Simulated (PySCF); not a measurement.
Potential energy of SrTe⁺ along the bond

Set-up: basis Sr def2-SVP with ECP28, Te def2-SVP with ECP28; scalar-relativistic core potentials; PySCF 2.14. Energies in eV from Sr⁺ + Te in their ground configurations at the same level. State: ²Π (doublet), unpaired electrons π ↑.

All columns are CAM-B3LYP. A positive dipole points towards Te; it is taken about the centre of mass and depends on that origin.

```
R (Å)  E (eV)   μ (D)  Mulliken charge on Sr (basis-dependent)  HOMO (eV)  LUMO (eV)  Mayer bond order  ⟨S²⟩
2.553  -1.049  -10.54                                     0.93     -11.65      -7.46              1.65  0.75
2.672  -1.584  -11.29                                     0.99     -11.37      -7.20              1.58  0.75
2.791  -1.875  -12.02                                     1.03     -11.12      -6.96              1.52  0.75
2.880  -1.978  -12.54                                     1.06     -10.94      -6.80              1.48  0.75
2.969  -2.008  -13.05                                     1.08     -10.78      -6.64              1.44  0.75
3.058  -1.982  -13.53                                     1.11     -10.63      -6.50              1.40  0.75
3.177  -1.884  -14.14                                     1.13     -10.44      -6.40              1.35  0.75
3.325  -1.694  -14.83                                     1.15     -10.25      -6.52              1.30  0.76
3.503  -1.411  -15.53                                     1.16     -10.06      -6.65              1.25  0.76
3.741  -1.005  -16.02                                     1.16      -9.92      -6.80              1.16  0.81
```

A fit through these points gives, at Re = 2.968 Å, μ = -13.04 D and dμ/dR = -5.57 D/Å; the reduced mass is 52.43 u.

Question: How strong is the fundamental in the double-harmonic approximation, I = 42.26·(dμ/dR)²/μred km/mol?

Answer: I = 42.26·(-5.57)²/52.43 = 25.0 km/mol at CAM-B3LYP.

These are scalar-relativistic numbers at best; spin–orbit coupling would shift them, the dissociation energy most. For an ion De counts to the pair picked by the measured ionisation energies or electron affinities, which need not be the lowest pair at this level. The state was picked by a PBE0 search and need not be the measured ground state.
